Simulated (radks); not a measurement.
Problem. The mean radii <r> (bohr) of the occupied orbitals of an atom or ion are listed with their occupations. Calculated with a radial shooting solver on a logarithmic mesh with Libxc functionals: Dirac Kohn-Sham, exchange-only B88, spin-unpolarised, spherical densities, finite nucleus; Fermi nuclear charge, rms radius of each element as measured or else 0.836 A^(1/3) + 0.57 fm.

orbital  occ.      <r>
1s1/2       2  0.03111
2s1/2       2   0.1345
2p1/2       2   0.1141
2p3/2       4   0.1192
3s1/2       2   0.3684
3p1/2       2   0.3600
3p3/2       4   0.3710
3d3/2       4   0.3437
3d5/2       6   0.3472
4s1/2       2   0.9055
4p1/2       2   0.9668
4p3/2       4   0.9962
4d3/2     3.2    1.246
4d5/2     4.8    1.260

Name the element and its charge. Open shells, if any, are shared by 2j + 1.

Solution. Z = 47, silver, charge +3: Ag3+ in [Kr] 4d8. The 1s radius gives Z: for a bare nucleus <r> = (2 gamma + 1)/(2Z) with gamma = sqrt(1 - (Z/c)^2), 0.03062 bohr for Z = 47, and screening makes it slightly larger (0.03111 here). The occupations add up to 44, and the charge is Z minus that.
